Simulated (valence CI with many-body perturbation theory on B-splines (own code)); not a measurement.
Ge XVIII: what the settings do

Computed by configuration interaction combined with many-body perturbation theory (CI+MBPT): five valence electrons over a frozen Dirac-Fock core [Ne], radial functions for each j: 6 s, 6 p, 5 d, 3 f, 1 g, with the one-electron correlation potential Σ1 (screened to all orders), the two-electron term Σ2, the three-electron term Σ3, Breit, model QED; selected single and double excitations, second order for the rest, scaled by the run's own slope (own B-spline code, finite nucleus).

No measured spectrum was set against this ion. As an estimate, levels of excited configurations hold to 0.05 to 0.15 % of their energy, terms of the ground configuration to about 0.5 %. Among the levels kept, up to 1100 cm⁻¹ of a level comes from second order outside the variational space, and about a tenth of that is noise between levels of different J, which matters for small intervals.

The reference run has the lowest level 3s2.3p3 4S°_3/2 and an ionisation energy of 656.436 eV. Its largest variational space holds 9999 state functions.

Names give the largest LS component (configuration and term), which can be under half, so a name can repeat, a term be missing and a line seem to break the LS rules; names also repeat where a configuration has a term twice. Letters in brackets count levels of one name in rising energy.

Changed runs:
A. scale of Σ1 1 → 0; scale of Σ2 1 → 0; three-electron term on → off
B. correlating orbitals by l 3 3 3 2 1 → 5 5 2 3 0; size limit of the variational space 10000 → 3000; second order for the rest on → off
C. size limit of the variational space 10000 → 1500; second order for the rest on → off
D. start configuration 3s2 3p3 → 3s5 (bad on purpose)

Excitation energies of the reference run in cm⁻¹, and shifts in cm⁻¹:

```csv
Level,Reference,A,B,C
3s2.3p3 2D°_3/2,56607,+464,+571,+343
3s2.3p3 2D°_5/2,74056,+365,+931,+407
3s2.3p3 2P°_1/2,112920,+768,+463,-513
3s2.3p3 2P°_3/2,142850,+377,+612,+392
3s.3p4 4P_5/2,407338,+171,+1242,+2580
3s.3p4 4P_3/2,436574,-21,+909,+1528
3s.3p4 4P_1/2,445948,+38,+134,+82
3s.3p4 2D_3/2,505981,+1061,+1625,+2389
3s.3p4 2D_5/2,516550,+851,+1904,+3216
3s2.3p2.3d 2P_3/2,573665,+2089,+1943,+2892
3s.3p4 2S_1/2 [a],580044,+2454,+1053,+1176
3s2.3p2.3d 4F_3/2,602371,+2684,+2564,+3064
Ionisation energy (eV),656.436,-0.323,-0.144,-0.242
```

Run D: It gave no result: a shell was given more electrons than it holds. The program said: "a valence shell holds more than 4l+2 electrons".
